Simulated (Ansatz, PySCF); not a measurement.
C₄H₄N, SMILES C1=C[N]C=C1 (connectivity only; charge and spin as stated), charge -1, multiplicity 1. Atoms are numbered in the order given.

```xyz
9

C      0.0000     0.7112     0.9509
C      0.0000     1.0836    -0.4067
N      0.0000     0.0000    -1.2306
C      0.0000    -1.0836    -0.4067
C      0.0000    -0.7112     0.9509
H      0.0000     1.3756     1.8181
H      0.0000     2.0989    -0.8149
H      0.0000    -2.0989    -0.8149
H      0.0000    -1.3756     1.8181
```
Charge -1, spin multiplicity 1.

Geometry optimised at B3LYP-D3(BJ)/def2-SVPD. The spin state was assumed, not searched. The isomer is the one that the SMILES or the coordinates give; other isomers of the formula were not compared.

Two levels are set side by side: PBE-D3(BJ)/def2-SVPD (Ansatz, a quantum-chemistry and plane-wave program) and B3LYP-D3(BJ)/def2-SVPD (Ansatz). Each level has its own optimised geometry; the coordinates shown are those of the second. Frequencies come from the Hessian of PySCF at each geometry. Differences are taken from unrounded values.

```
quantity                            B3LYP-D3(BJ)
----------------------------------  ------------
mean bond length (Å)                       1.259
bond C1–C2 (Å)                             1.408
bond C1–C5 (Å)                             1.422
bond C2–N3 (Å)                             1.361
bond N3–C4 (Å)                             1.361
bond C4–C5 (Å)                             1.408
bond C1–H6 (Å)                             1.093
bond C2–H7 (Å)                             1.094
bond C4–H8 (Å)                             1.094
bond C5–H9 (Å)                             1.093
highest harmonic wavenumber (cm⁻¹)          3170
mean harmonic wavenumber (cm⁻¹)             1415
zero-point energy (kcal/mol)               42.49
```

Question: What does PBE-D3(BJ) give, and how far is it from B3LYP-D3(BJ)? (An estimate is asked for; the answer gives what the named calculation found.)

Answer: 
| quantity | PBE-D3(BJ) | PBE-D3(BJ) minus B3LYP-D3(BJ) |
|---|---|---|
| mean bond length (Å) | 1.267 | 0.007 |
| bond C1–C2 (Å) | 1.414 | 0.006 |
| bond C1–C5 (Å) | 1.427 | 0.005 |
| bond C2–N3 (Å) | 1.368 | 0.007 |
| bond N3–C4 (Å) | 1.368 | 0.007 |
| bond C4–C5 (Å) | 1.414 | 0.006 |
| bond C1–H6 (Å) | 1.101 | 0.009 |
| bond C2–H7 (Å) | 1.103 | 0.009 |
| bond C4–H8 (Å) | 1.103 | 0.009 |
| bond C5–H9 (Å) | 1.101 | 0.009 |
| highest harmonic wavenumber (cm⁻¹) | 3102 | -67 |
| mean harmonic wavenumber (cm⁻¹) | 1376 | -39 |
| zero-point energy (kcal/mol) | 41.32 | -1.17 |

GGA bonds tend to be longer and softer than those of functionals with exact exchange. Differences between two approximate levels are no errors against the true value.
